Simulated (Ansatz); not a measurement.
B$_{2}$H$_{2}$OZn (`[BH]1O[BH][Zn]1`). Total charge 0; spin multiplicity 1. For Zn the d shell is correlated and the shells below it are frozen. Scalar relativity is left out up to krypton.

```xyz
6

B    -0.048    0.183   -1.210
O    -0.553   -0.268    0.001
B     0.117   -0.150    1.210
Zn    1.623    0.785   -0.003
H    -0.719    0.026   -2.188
H    -0.420   -0.577    2.190
```

(1) Give the diagnostics of a CCSD(T)/def2-TZVPP run (frozen core, Ansatz). (Estimate.)

Answers

(1) The calculation gave: T1 = 0.0206, largest single amplitude 0.059, largest double 0.060, (T) share of the correlation energy 3.9 %, 12 CCSD cycles. The RHF solution is unstable towards an unrestricted one. T1 lies over the customary mark of 0.02 for closed shells; compounds of d metals often pass it without a breakdown.
